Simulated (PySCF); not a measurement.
C₄H₁₂Ge, SMILES C[C](C)(C)[GeH3], singlet, GFN2-xTB optimised geometry.

```
17

Ge    -1.52     0.10     0.00
C      0.49     0.10     0.00
C      0.99     0.87     1.22
C      0.99     0.78    -1.27
C      0.99    -1.34     0.05
H     -2.08     1.49     0.00
H     -2.08    -0.59    -1.20
H     -2.08    -0.59     1.20
H      2.08     0.88     1.24
H      0.64     1.90     1.20
H      0.63     0.41     2.14
H      0.63     1.80    -1.33
H      0.64     0.24    -2.15
H      2.08     0.79    -1.30
H      0.63    -1.90    -0.81
H      0.64    -1.83     0.96
H      2.08    -1.36     0.05
```

Density from B3LYP/def2-SVP (PySCF) at that geometry.

Minimum of the electron density along straight lines between bonded atoms, close to the bond critical point (lines longer than 1.1 times the sum of covalent radii, or with two minima, are not listed):

```csv
bond,length / Å,ρ at the minimum / e bohr⁻³,∇²ρ there / e bohr⁻⁵,position (fraction from the first atom)
Ge1–C2,2.005,___,___,0.47
C2–C3,1.525,0.246,-0.56,0.50
C2–C4,1.525,0.246,-0.56,0.50
C2–C5,1.525,0.246,-0.56,0.50
Ge1–H6,1.499,0.140,0.09,0.59
Ge1–H7,1.499,0.140,0.09,0.59
Ge1–H8,1.499,0.140,0.09,0.59
C3–H9,1.090,0.275,-1.00,0.62
C3–H10,1.090,0.277,-1.01,0.62
C3–H11,1.090,0.276,-1.01,0.62
C4–H12,1.090,0.276,-1.01,0.62
C4–H13,1.090,0.277,-1.01,0.62
C4–H14,1.090,0.275,-1.00,0.62
C5–H15,1.090,0.276,-1.01,0.62
C5–H16,1.090,0.277,-1.01,0.62
C5–H17,1.090,0.275,-1.00,0.62
```

Task: Fill in the missing entries.

Result: 
- Ge1–C2, ρ at the minimum / e bohr⁻³: 0.123
- Ge1–C2, ∇²ρ there / e bohr⁻⁵: 0.00
